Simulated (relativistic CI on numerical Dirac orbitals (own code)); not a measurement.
**Sc2+ in a cubic cluster: L2,3 absorption with charge transfer**

Computed with a charge-transfer multiplet model of a cubic metal-ligand cluster with up to one ligand hole, Slater and spin-orbit integrals from Dirac-Coulomb-Breit ions, Slater integrals scaled by 0.9. The ground state mixes d1 with configurations of k ligand holes L, whose averages lie at kΔ + k(k − 1)U_dd/2; a core hole lowers each added d electron by U_cd. 20 K, Lorentzian 0.4 eV and Gaussian 0.3 eV FWHM.

Atomic integrals in eV (Slater integrals scaled, ζ unscaled), ground: F2dd 5.299, F4dd 3.246, zeta_d 0.008; with the core hole: F2dd 7.634, F4dd 4.756, zeta_d 0.015, zeta_core 3.008, F2cd 3.955, G1cd 2.758, G3cd 1.561. Where a configuration has fewer than two d electrons, the dd integrals are those of d2.

Cluster parameters (eV): Δ = 6.6, U_dd = 4.5, 10Dq = 1, 10Dq(ligand) = 1, V(eg) = 1.55, V(t2g) = -0.68, final-state hopping factor = 0.9.

```
         Case   n_d    d1   d2L     S
U_cd = 3.8 eV  1.16  0.84  0.16  0.50
  U_cd = 5 eV  1.16  0.84  0.16  0.50
U_cd = 5.6 eV  1.16  0.84  0.16  0.50
U_cd = 6.2 eV  1.16  0.84  0.16  0.50
U_cd = 7.4 eV  1.16  0.84  0.16  0.50
```

Weights, n_d and S are thermal averages at 20 K. Photon energies count from the first peak over 30 % of the highest in each spectrum, which can be another peak from case to case. The parameters are a model scan and need not match a compound or its usual spin state. Peaks in eV (height, largest 100):
- U_cd = 3.8 eV: -1.4 (18), 0.0 (40), 1.6 (100), 2.8 (64), 4.2 (48), 5.0 (81), 5.9 (100), 8.9 (6)
- U_cd = 5 eV: -1.5 (18), 0.0 (40), 1.6 (100), 2.8 (64), 4.9 (79), 5.9 (100), 8.8 (6)
- U_cd = 5.6 eV: -1.5 (18), 0.0 (41), 1.6 (100), 2.8 (64), 4.9 (79), 5.9 (99), 8.8 (6)
- U_cd = 6.2 eV: -1.5 (19), 0.0 (41), 1.5 (100), 2.7 (63), 4.2 (50), 5.0 (80), 5.9 (100), 8.7 (5)
- U_cd = 7.4 eV: -1.4 (19), 0.0 (41), 1.5 (100), 2.8 (64), 5.0 (86), 5.9 (97), 8.5 (7)

For the case U_cd = 5.6 eV, Δ = 6.6 eV is larger than U_dd = 4.5 eV, the Mott-Hubbard side of the Zaanen-Sawatzky-Allen scheme. With the core hole the configuration with one ligand hole lies at Δ + U_dd − U_cd = 7.3, 6.1, 5.5, 4.9, 3.7 eV from the one without, in the order of the table; where this is negative the screened configuration lies lower, though the effective hopping of about 3.1 eV (from the holes of the mixed ground state) mixes the two strongly wherever it is as large as the gap.

With at most 1 ligand hole the space is cut while the next configuration still counts, so covalency is underestimated, and a final configuration with one more ligand hole, which can lie low, is missing from the spectra.
